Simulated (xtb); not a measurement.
H12CuN4 (SMILES [NH3]->[Cu+2](<-[NH3])(<-[NH3])<-[NH3]), charge +2, doublet, at a GFN2-xTB geometry (such geometries of metal compounds can be far from the true shape). Base run: GFN2-xTB (xtb 6.7.1).

xtb was given this input:
```
$ xtb mol.xyz --gfn 2 --chrg 2 --uhf 1 --json

# file mol.xyz
17

Cu     0.00000000     0.00000000    -0.00000000
N     -1.21879856     1.65081114     0.20536415
H     -0.75104259     2.40850537     0.70391056
H     -2.05819829     1.43488340     0.74416680
H     -1.52519388     2.02608764    -0.69320666
N     -1.65165212    -1.21977902    -0.19237000
H     -2.41148937    -0.75444317    -0.68991860
H     -2.02306123    -1.52181878     0.70927699
H     -1.43802192    -2.06177843    -0.72802298
N      1.22062809    -1.65070096     0.19512869
H      1.51880207    -2.02647258    -0.70599727
H      0.75744834    -2.40811959     0.69834461
H      2.06491483    -1.43447891     0.72612108
N      1.64982259     1.21966884    -0.20812284
H      1.43130538     2.06137394    -0.74226490
H      2.40508362     0.75405739    -0.71233656
H      2.02945304     1.52220372     0.68992694
```

The base run was repeated with changes; each row names its change, and settings that it needs were set with it.

```
change        ΔE vs base (kJ/mol)  SCF cycles
------------  -------------------  ----------
base                         0.00           9
acc = 0.1                    0.00          11
acc = 0.0001                 0.00          14
gbsa = water               -799.6           9
acc = 30                     0.00           7
```

ALPB and GBSA are two models with their own fitted parameters for each solvent, which aren't always the measured dielectric constant.
